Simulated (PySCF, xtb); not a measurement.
3-methylsulfanylbuta-1,2-diene (C5H8S), SMILES C=C=C(C)SC.

GFN2-xTB run with xtb at its own geometry gives an orbital gap of 3.63 eV and a dipole moment of 2.34 D.

Geometry: PBE0-D3(BJ)/def2-SVP. Other conformers were not sampled.

Task: What does CAM-B3LYP/def2-TZVP (PySCF) give? (Estimate from the structure and the level; the computed values follow.)

Result: gap 8.66 eV (levels -7.57 and 1.10 eV), dipole 1.54 D.
